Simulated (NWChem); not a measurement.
System meant: GaCl2, doublet; SMILES [Cl][Ga][Cl]

Here is an NWChem input.

```
start job
memory heap 200 mb stack 900 mb global 1100 mb
geometry units angstroms noautoz
  Ga     0.000000     0.000000     0.580901
  Cl     1.867607     0.000000    -0.524445
  Cl    -1.867607     0.000000    -0.524445
end
basis spherical
  * library def2-svp
end
dft
  odft
  mult 3
  xc pbe0
  iterations 150
  mulliken
end
task dft energy
```

End of the output:

```
 Summary of "ao basis" -> "" (spherical)
 ------------------------------------------------------------------------------
       Tag                 Description            Shells   Functions and Types
 ---------------- ------------------------------  ------  ---------------------
 *                          def2-svp                  on all atoms

                                 NWChem DFT Module
                                 -----------------

 Summary of "ao basis" -> "ao basis" (spherical)
 ------------------------------------------------------------------------------
       Tag                 Description            Shells   Functions and Types
 ---------------- ------------------------------  ------  ---------------------
 Ga                         def2-svp                12       32   5s4p3d
 Cl                         def2-svp                 8       18   4s3p1d

 Summary of "ao basis" -> "ao basis" (spherical)
 ------------------------------------------------------------------------------
       Tag                 Description            Shells   Functions and Types
 ---------------- ------------------------------  ------  ---------------------
 Ga                         def2-svp                12       32   5s4p3d
 Cl                         def2-svp                 8       18   4s3p1d

      Symmetry analysis of basis
      --------------------------

        a1         28
        a2          8
        b1         20
        b2         12

  number of electrons :                   65
  multiplicity        :                    3
 ------------------------------------------------------------------------
  no. of electrons and multiplicity not compatible                  65
 ------------------------------------------------------------------------
 ------------------------------------------------------------------------
  current input line :
    18: task dft energy
 ------------------------------------------------------------------------
 ------------------------------------------------------------------------
 There is an error in the input file
 ------------------------------------------------------------------------
 For more information see the NWChem manual at https://nwchemgit.github.io

0: no. of electrons and multiplicity not compatible:Received an Error in Communication
```

### Question
Can this run be used? If not, why, and what is the fix?

### Answer
The program refused the input. Cause: the multiplicity doesn't fit the number of electrons (an even count wants an odd multiplicity, and the reverse). This input runs:
```
start job
memory heap 200 mb stack 900 mb global 1100 mb
geometry units angstroms noautoz
  Ga     0.000000     0.000000     0.580901
  Cl     1.867607     0.000000    -0.524445
  Cl    -1.867607     0.000000    -0.524445
end
basis spherical
  Ga library def2-svp
  Cl library def2-svp
end
dft
  odft
  mult 2
  xc pbe0
  iterations 150
  mulliken
end
task dft energy
```
It converges to -2844.24485 Ha (PBE0/def2-SVP, spin-unrestricted).
